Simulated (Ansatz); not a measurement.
Stepwise reaction of `[F][Y]([F])[Cl]` with water, as a gas-phase model of exchange steps in deposition or etching. ΔE in kJ/mol; ΔG adds harmonic PBE0-D4 terms to CCSD(T)/CBS, at 1 bar.

Gas-phase electronic energies from Ansatz, PBE0-D4/def2-TZVP geometries. CCSD(T)/CBS adds triple-zeta CCSD(T) − MP2 to the extrapolated MP2 energy (def2 sets, frozen cores). This one scheme is used for every species. Functionals use def2-TZVPP. B3LYP here is the variant with VWN-RPA as its local correlation; programs differ in this. def2 core potentials past Kr. For Y outer-core shells are correlated without core-valence functions, which leaves a few kJ/mol of doubt a bond. One conformer a species, not always the lowest.

| step | reaction | PBE-D4 | B3LYP-D4 | ωB97M-V | CCSD(T)/CBS | ΔG(600 K) |
| --- | --- | --- | --- | --- | --- | --- |
| 1 | `[F][Y]([F])[Cl]` + H₂O → `[OH][Y]([F])[Cl]` + H–F | 54.5 | 52.4 | 51.0 | 48.5 | 44.9 |

(1) Give the row of step 2, `[OH][Y]([F])[Cl]` + H₂O → `[OH][Y]([OH])[Cl]` + H–F. (Best estimate.)

(2) By hand: ΔE of the 2 steps together at CCSD(T)/CBS.

Answers

(1) Computed: 
```json
{"step": "2", "reaction": "`[OH][Y]([F])[Cl]` + H₂O → `[OH][Y]([OH])[Cl]` + H–F", "PBE-D4": "57.4", "B3LYP-D4": "55.8", "ωB97M-V": "54.2", "CCSD(T)/CBS": "51.2", "ΔG(600 K)": "55.0"}
```

(2) (48.5) + (51.2) = 99.7 kJ/mol, or 49.9 kJ/mol a step.

In ΔE the steps differ by no more than 2.7 kJ/mol. All are uphill at CCSD(T)/CBS. ΔG lies between 44.9 and 55.0 kJ/mol a step. PBE-D4 differs from CCSD(T)/CBS by 6.0 to 6.2 kJ/mol a step. Isolated molecules leave out the surface, adducts and barriers. Largest T1 diagnostic: 0.014.
